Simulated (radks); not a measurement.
Q: S3+, configuration [Ne] 3s2 3p1. All-electron calculation, non-relativistic Kohn-Sham, r2SCAN, spin-unpolarised, spherical densities, point nucleus; meta-GGA in the generalised Kohn-Sham scheme. Program: a radial shooting solver on a logarithmic mesh with Libxc functionals. Some entries of the table are withheld. Estimate them.

| orbital | occ. | eigenvalue (eV) | <r> (bohr) |
|---|---|---|---|
| 1s | 2 | (1) | (2) |
| 2s | 2 | (3) | 0.4780 |
| 2p | 6 | -201.1042 | 0.4407 |
| 3s | 2 | -52.5671 | (4) |
| 3p | 1 | (5) | 1.665 |

A: 
(1) 1s eigenvalue (eV): -2454.137
(2) 1s <r> (bohr): 0.09729
(3) 2s eigenvalue (eV): -256.9892
(4) 3s <r> (bohr): 1.535
(5) 3p eigenvalue (eV): -40.1318
